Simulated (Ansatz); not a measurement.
`[TeH][SiH]1CO1` and `[Cl][AlH][SiH]1CO1` differ in one atom or group.

Ansatz, PBE0-D4/def2-TZVP geometries, multiplicity 1. Each molecule was computed in one conformer, which needn't be the lowest.

Elements past krypton have def2 core potentials.

| property | `[TeH][SiH]1CO1` |
| --- | --- |
| HOMO energy (PBE/def2-TZVPP) / eV | -5.73 |
| LUMO energy (PBE0/def2-TZVPP) / eV | -1.02 |
| size of the dipole moment (PBE/def2-TZVPP) / D | 1.50 |
| size of the dipole moment (ωB97M-V/def2-TZVPP) / D | 1.70 |
| HOMO–LUMO gap (PBE/def2-TZVPP) / eV | 3.91 |
| HOMO energy (ωB97M-V/def2-TZVPP) / eV | -8.87 |

(1) What does the change do to each property? (Best estimate.)

## Answers

(1) Computed: 
```csv
property,`[Cl][AlH][SiH]1CO1`,shift
HOMO energy (PBE/def2-TZVPP) / eV,-6.27,-0.54
LUMO energy (PBE0/def2-TZVPP) / eV,-2.46,-1.44
size of the dipole moment (PBE/def2-TZVPP) / D,1.98,0.48
size of the dipole moment (ωB97M-V/def2-TZVPP) / D,2.38,0.68
HOMO–LUMO gap (PBE/def2-TZVPP) / eV,3.12,-0.79
HOMO energy (ωB97M-V/def2-TZVPP) / eV,-9.53,-0.66
```

With PBE0 the HOMO falls by 0.63 eV and the LUMO falls by 1.44 eV, so the gap narrows by about 0.81 eV. PBE moves the HOMO by -0.54 eV and ωB97M-V by -0.66 eV. Dipoles are sizes alone; their direction can turn.

Spin–orbit coupling is left out; it splits and shifts lone-pair levels of the heavy atoms by tenths of an eV.
